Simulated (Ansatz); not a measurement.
The cluster Li₁₁⁻: single points at one geometry.

```yaml
crystal:
  periodic: [false, false, false]
  atoms:
    - {symbol: Li, position_ang: [1.384722, -1.694082, -0.111763]}
    - {symbol: Li, position_ang: [1.569841, 0.812077, -1.499378]}
    - {symbol: Li, position_ang: [-1.256449, -3.307431, -0.116430]}
    - {symbol: Li, position_ang: [-1.256061, -0.507189, -1.389159]}
    - {symbol: Li, position_ang: [-3.748021, -1.727183, -0.015516]}
    - {symbol: Li, position_ang: [-3.333323, 1.191014, 0.116782]}
    - {symbol: Li, position_ang: [4.028765, -0.041464, -0.079191]}
    - {symbol: Li, position_ang: [2.584477, 3.091092, 0.100627]}
    - {symbol: Li, position_ang: [-1.207513, -0.631907, 1.383377]}
    - {symbol: Li, position_ang: [1.624474, 0.662675, 1.501824]}
    - {symbol: Li, position_ang: [-0.390902, 2.152408, 0.108826]}
basis:
  gaussian: {orbitals: def2-TZVPD, initial_orbitals: start.molden}
total_charge: -1
correlation: {method: ccsd_t}
scf: {omitted_lower_state_checks: [starts]}
output: {orbitals: {seedname: orbitals}}
```

The file start.molden holds the orbitals of an earlier run on this structure, at another level or in another basis.

```sh
$ ansatz run in.yaml --threads 4 --pin off --events-out ev --progress --plain --max-ram 3916MiB
```

Shortened log:

```
Functional definition: HF
2079 factors; integrals over basis functions are off by at most 1.6e-4 eV
mean field evaluation 1: about -2228.2021 eV, gradient 2.1e1 eV
mean field evaluation 2: about -2228.6901 eV, gradient 6.9e-1 eV
mean field evaluation 4: about -2228.8602 eV, gradient 3.9e-2 eV
mean field evaluation 8: about -2228.8602 eV, gradient 1.8e-6 eV
mean field evaluation 16: about -2225.7794 eV, gradient 7.4e0 eV
mean field evaluation 32: about -2226.8108 eV, gradient 1.6e0 eV
mean field -2228.86017968 eV, -81.9091008274 hartree, gradient 9.3e-6 eV, S^2 0.000000; 0 other end points of the search recorded, 0 dependent functions left out; unrestricted orbitals would lower it
mean field evaluation 64: about -2229.0484 eV, gradient 6.4e-1 eV
reference -2228.86017968 eV, -81.9091008274 hartree; 17, 17 occupied and 170, 170 virtual orbitals, 2079 factors
second order -14.44102128 eV of doubles, -0.00000000 eV of singles
cycle   1  -15.68891641 eV  change    -1.2e0 eV  update   1.7e-1
cycle   2  -16.13947074 eV  change   -4.5e-1 eV  update   7.1e-2
cycle   3  -16.31565968 eV  change   -1.8e-1 eV  update   4.0e-2
cycle   4  -16.29585607 eV  change    2.0e-2 eV  update   1.4e-2
cycle   5  -16.28683178 eV  change    9.0e-3 eV  update   7.6e-3
cycle   6  -16.29232984 eV  change   -5.5e-3 eV  update   3.5e-3
cycle   7  -16.29380867 eV  change   -1.5e-3 eV  update   1.9e-3
cycle   8  -16.29245379 eV  change    1.4e-3 eV  update   1.0e-3
cycle   9  -16.29188667 eV  change    5.7e-4 eV  update   5.6e-4
cycle  10  -16.29176886 eV  change    1.2e-4 eV  update   3.4e-4
cycle  11  -16.29195163 eV  change   -1.8e-4 eV  update   2.1e-4
cycle  12  -16.29211577 eV  change   -1.6e-4 eV  update   1.1e-4
cycle  13  -16.29208834 eV  change    2.7e-5 eV  update   5.8e-5
cycle  14  -16.29211105 eV  change   -2.3e-5 eV  update   2.7e-5
perturbative correction -0.78223863 eV, -0.0287467394 hartree
Total energy: -2245.93452936 eV, -82.5365716049 hartree
Checks for a lower state left out: starts
```

It took 96 s on 4 threads of Arm Neoverse V1 on a shared host, peak host memory 3 GiB.

The first input with `hamiltonian: {xc: {name: r2SCAN0}}` and without the key `correlation` (abridged; 6.5 s):

```
Functional definition: r2SCAN0
mean field -2249.95143045 eV, -82.6841899972 hartree, gradient 2.8e-5 eV, S^2 0.000000
Total energy: -2249.95144443 eV, -82.6841905109 hartree
Checks for a lower state left out: starts
```

First input, but with `hamiltonian: {xc: r2scan}` and without the key `correlation` (abridged; 6.5 s):

```
Functional definition: r2SCAN
mean field -2250.22486374 eV, -82.6942384852 hartree, gradient 4.5e-5 eV, S^2 0.000000
Total energy: -2250.22488140 eV, -82.6942391344 hartree
Checks for a lower state left out: starts
```

The first input with `hamiltonian: {xc: pbe}`, `output: {forces: true, orbitals: {seedname: orbitals}}` and without the key `correlation` (abridged; 3.1 s):

```
Functional definition: PBE
mean field -2245.47328422 eV, -82.5196211587 hartree, gradient 1.8e-5 eV, S^2 0.000000
Total energy: -2245.47333464 eV, -82.5196230114 hartree
Atom 0 force    -0.023090     0.007447     0.000981 eV/Å
Atom 1 force    -0.002999    -0.002258    -0.011706 eV/Å
Atom 2 force    -0.007554     0.039304     0.000040 eV/Å
Atom 3 force     0.021266     0.012563    -0.014642 eV/Å
Atom 4 force     0.024273     0.009863     0.001033 eV/Å
Atom 5 force     0.027399    -0.031684    -0.002291 eV/Å
Atom 6 force    -0.042704     0.029283     0.001938 eV/Å
Atom 7 force    -0.006221    -0.051473    -0.002645 eV/Å
Atom 8 force     0.021142     0.010420     0.015585 eV/Å
Atom 9 force    -0.002018    -0.001381     0.013154 eV/Å
Atom 10 force    -0.009492    -0.022084    -0.001447 eV/Å
Dipole moment:    -0.067621    -0.031450    -0.001007 e Å
Checks for a lower state left out: starts
```

As the first input, with `hamiltonian: {xc: pbe0}` and without the key `correlation` (abridged; 4.5 s):

```
Functional definition: PBE0
mean field -2246.48462171 eV, -82.5567871257 hartree, gradient 2.5e-5 eV, S^2 0.000000
Total energy: -2246.48466005 eV, -82.5567885350 hartree
Checks for a lower state left out: starts
```

First input, but with `hamiltonian: {xc: hf}` and without the key `correlation` (abridged; 1.2 s):

```
Functional definition: HF
mean field -2228.86019087 eV, -81.9091012387 hartree, gradient 3.0e-5 eV, S^2 0.000000
Total energy: -2228.86019087 eV, -81.9091012387 hartree
Checks for a lower state left out: starts
```

Geometry: B3LYP/def2-SVPD.

Correlated methods freeze no core orbitals; core or outer-core shells of Li are correlated, in sets that lack core-valence functions. At CCSD(T)/def2-TZVPD T1 of the charge -1 singlet is large (up to 0.020), so the single-reference result is doubtful. At CCSD(T)/def2-TZVPD, HF/def2-TZVPD the restricted singlet (for correlated methods, its reference) is unstable: a solution with broken spin symmetry lies lower. The restricted singlet is unstable towards broken spin symmetry in Hartree–Fock (as tested in another run); at r2SCAN0/def2-TZVPD, r2SCAN/def2-TZVPD, PBE/def2-TZVPD, PBE0/def2-TZVPD this wasn't settled. Another isomer (singlet) lies 0.15 eV lower at PBE0/def2-TZVPD; other spin states weren't run for this one.
